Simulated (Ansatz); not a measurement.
Cost and result for the atomization energy of CH$_{9}$NO$_{2}$Si$_{2}$ (`CN([SiH3])[SiH](O)O`) (15 atoms, 14 bonds).

| atom | x (Å) | y (Å) | z (Å) |
| --- | --- | --- | --- |
| C1 | -0.3103 | 1.5657 | -0.7109 |
| N2 | 0.0680 | 0.3655 | 0.0400 |
| Si3 | -0.0961 | 0.4497 | 1.7546 |
| Si4 | 0.4356 | -1.0179 | -0.9162 |
| O5 | 0.9098 | -2.2418 | 0.0638 |
| O6 | -0.8154 | -1.5686 | -1.8119 |
| H7 | -1.3962 | 1.6709 | -0.8078 |
| H8 | 0.0792 | 2.4672 | -0.2284 |
| H9 | 0.1073 | 1.5332 | -1.7219 |
| H10 | 0.6751 | -0.6549 | 2.3829 |
| H11 | 0.4418 | 1.7575 | 2.2193 |
| H12 | -1.5087 | 0.3558 | 2.2226 |
| H13 | 1.4416 | -0.6266 | -1.9262 |
| H14 | 1.4980 | -2.0419 | 0.7930 |
| H15 | -1.5298 | -2.0137 | -1.3529 |

Total charge 0; spin multiplicity 1. The geometry is a stationary point of PBE0-D4/def2-TZVP. It is one conformer, not always the lowest. Program: Ansatz. All runs use 2 threads of an AMD EPYC 7R13 on a shared host and a share of an NVIDIA H100 80 GB. Times are those of one run each, without the atoms' runs, and a repeat can differ threefold. Electronic energies, without spin–orbit coupling; frozen cores. CCSD(T)/CBS adds CCSD(T) − MP2 in def2-TZVPP to the MP2 limit, and its time is that of the two runs behind it. T1 = 0.011. B3LYP takes the VWN-RPA correlation (the form of Gaussian; ORCA's B3LYP/G).

CCSD(T)/CBS is a level of theory with its own doubt, some kJ/mol a heavy atom from the limit and from the frozen cores, so smaller differences don't rank the functionals.

```
                             level  functions  wall time  atomization (kcal/mol)  difference from CCSD(T)/CBS  per bond
                PBE0-D4/def2-TZVPP        334      3.4 s                  1301.5                        -17.6      -1.3
   PBE-D4/def2-TZVPP (with forces)        334      3.6 s                  1321.7                          2.6       0.2
r2SCAN-D4/def2-TZVPP (with forces)        334      4.2 s                  1311.2                         -7.9      -0.6
                 B2PLYP/def2-TZVPP        334      4.2 s                  1298.6                        -20.5      -1.5
                ωB97X-V/def2-TZVPP        334      4.7 s                  1319.8                          0.7       0.0
 B3LYP-D4/def2-TZVPP (with forces)        334      4.8 s                  1312.8                         -6.3      -0.5
                    MP2/def2-QZVPP        638      6.5 s                  1322.3                          3.2       0.2
  ωB97M-V/def2-TZVPP (with forces)        334        7 s                  1318.9                         -0.2       0.0
                CCSD(T)/def2-TZVPP        334       16 s                  1280.5                        -38.6      -2.8
                 CCSD(T)/CBS(def2)          –       22 s                  1319.1                          0.0       0.0
```

The D4 term adds +14.1 kcal/mol with B3LYP and +7.5 kcal/mol with PBE0; it sums over pairs of atoms, weighted by their polarisabilities, and B3LYP, whose exchange is more repulsive, gets the larger term. From PBE to PBE0 (25 % exact exchange), in def2-TZVPP and without D4, the atomization energy moves by −18.9 kcal/mol: exact exchange takes away binding that semilocal exchange gives to molecules. In def2-TZVPP, CCSD(T) changes the Hartree–Fock value by +332.1 kcal/mol (the triples alone add +17.3 kcal/mol) and MP2 by +350.6 kcal/mol; breaking electron pairs costs correlation energy, which Hartree–Fock lacks.
